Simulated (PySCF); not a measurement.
C2H9AlO3Si, SMILES [SiH](C)([O][Al]([OH])[OH])C at its GFN2-xTB optimised geometry (Å):

```
16

Si    -0.2640    -0.6623     0.0000
C      1.6368    -0.6623     0.0000
C     -0.9466     1.1113     0.0000
O     -0.7960    -1.4418     1.3303
Al    -1.2093    -2.0033     2.8509
O     -2.0440    -3.4225     3.0566
O     -0.7528    -1.0856     4.1478
H     -0.8034    -1.4499    -1.1224
H      2.0318    -0.1191     0.8545
H      2.0314    -0.1989    -0.8989
H      2.0286    -1.6743     0.0491
H     -0.5814     1.6743     0.8549
H     -2.0318     1.1125     0.0504
H     -0.6571     1.6472    -0.8987
H     -2.4022    -4.1062     2.5078
H     -0.8157    -1.0968     5.0928
```

Method: B3LYP/def2-TZVP run with PySCF. Cells within 0.4 Å of a nucleus heavier than hydrogen are left out (blank, or x).

Map of the deformation density (molecule minus spherical neutral atoms) (e/bohr³) on the plane z = 0.0 Å:

```
|1111111111111111111111111111111|
|1111111111111111111111111111111|
|1111111111111111111111111111111|
|1111111111111111111111111111111|
|1111111111111111111111111111111|
|1111111111111111111111111111111|
|1111111111111111111111111111111|
|1111111111111111111111111111111|
|1111111111111111111111111111111|
|1111111111111211111111111111111|
|111111112432x311111111111111111|
|11111101798xxx11111111111111111|
|11111111477xx521111111111111111|
|1111111113336642111111111111111|
|1111111111235642111111111111111|
|1111111111123431122111211111111|
|11111111111011x12343xx211111111|
|1111111111000xxx3567xx211111111|
|11111111110001xx2455xx311111111|
|1111111111100000123358621111111|
|1111111111111000011249931111111|
|1111111111111100011124511111111|
|1111111111111111111111001111111|
|1111111111111111111111111111111|
|1111111111111111111111111111111|
|1111111111111111111111111111111|
|1111111111111111111111111111111|
|1111111111111111111111111111111|
|1111111111111111111111111111111|
|1111111111111111111111111111111|
|1111111111111111111111111111111|
```
Scale: ten equal steps from -0.020 (start of '0') to 0.100 (end of '9'), in the order '0123456789'; x runs from -4.50 to 4.50, y from -4.50 (bottom) to 4.50 (top).
